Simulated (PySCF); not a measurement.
Atom-mapped SMILES (the numbers label the heavy atoms): `[CH:1]1=[CH:2][C:3]2([CH:4]=[CH:5]1)[CH2:6][CH2:7]2`. Each H is labelled by its parent atom.

GIAO PBE0/pcSseg-1 shifts (PySCF, gas phase, non-relativistic, equivalent atoms averaged), each against references optimised in the same way as the molecule (TMS).

On the GFN2-xTB geometry: C2/C4 147.6, C1/C5 136.7, C3 41.3, C6/C7 15.0, H(C1)/H(C5) 6.72, H(C2)/H(C4) 6.30, H(C6)/H(C7) 1.55 ppm.

Q: What changes on the PBE0-D3(BJ)/def2-SVP geometry?

A: 
```csv
atoms,δ (ppm),change
C2/C4,147.5,-0.1
C1/C5,137.2,+0.5
C3,39.3,-2.0
C6/C7,15.1,+0.1
H(C1)/H(C5),6.62,-0.10
H(C2)/H(C4),6.23,-0.07
H(C6)/H(C7),1.52,-0.03
```

Bonds between heavy atoms that differ most (equivalent bonds averaged): C5–C1 1.445 → 1.461 Å, C1–C2 1.344 → 1.354 Å, C3–C6 1.519 → 1.525 Å, C2–C3 1.470 → 1.475 Å, C6–C7 1.480 → 1.477 Å. Mean change of bonds to hydrogen: C–H +0.015 Å.
